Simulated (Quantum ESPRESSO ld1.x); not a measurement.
Problem. Ir XIX, 59 electrons, occupied as [Xe] 4f3 6s2 (not the ground configuration). Calculated with ld1.x of Quantum ESPRESSO 7.5: Dirac Kohn-Sham, PW91, spin-unpolarised, spherical densities, point nucleus; open shells are shared between the two j in proportion to 2j + 1. Some entries of the table are withheld. Estimate them.

| orbital | occ. | eigenvalue (Ry) | r(max) (bohr) |
|---|---|---|---|
| 1s1/2 | 2 | -5630.77 | 0.011 |
| 2s1/2 | 2 | -1021.01 | 0.062 |
| 2p1/2 | 2 | -979.552 | (1) |
| 2p3/2 | 4 | -860.067 | (2) |
| 3s1/2 | 2 | -273.826 | 0.176 |
| 3p1/2 | 2 | -255.372 | (3) |
| 3p3/2 | 4 | -229.129 | (4) |
| 3d3/2 | 4 | (5) | 0.140 |
| 3d5/2 | 6 | (6) | 0.144 |
| 4s1/2 | 2 | -90.1934 | 0.389 |
| 4p1/2 | 2 | (7) | 0.389 |
| 4p3/2 | 4 | (8) | 0.415 |
| 4d3/2 | 4 | -62.5135 | 0.405 |
| 4d5/2 | 6 | -61.1264 | 0.412 |
| 4f5/2 | 1.28571 | -45.0531 | 0.356 |
| 4f7/2 | 1.71429 | -44.7094 | 0.359 |
| 5s1/2 | 2 | -38.1538 | 0.780 |
| 5p1/2 | 2 | -34.9530 | 0.799 |
| 5p3/2 | 4 | -32.8959 | 0.846 |
| 5d3/2 | 0 | -27.7803 | 0.894 |
| 5d5/2 | 0 | -27.3875 | 0.909 |
| 6s1/2 | 2 | -20.7231 | (9) |
| 6p1/2 | 0 | -19.2815 | 1.46 |
| 6p3/2 | 0 | -18.4598 | 1.52 |

Solution. 
(1) 2p1/2 r(max) (bohr): 0.047
(2) 2p3/2 r(max) (bohr): 0.053
(3) 3p1/2 r(max) (bohr): 0.164
(4) 3p3/2 r(max) (bohr): 0.179
(5) 3d3/2 eigenvalue (Ry): -198.414
(6) 3d5/2 eigenvalue (Ry): -192.764
(7) 4p1/2 eigenvalue (Ry): -82.3397
(8) 4p3/2 eigenvalue (Ry): -75.3677
(9) 6s1/2 r(max) (bohr): 1.40
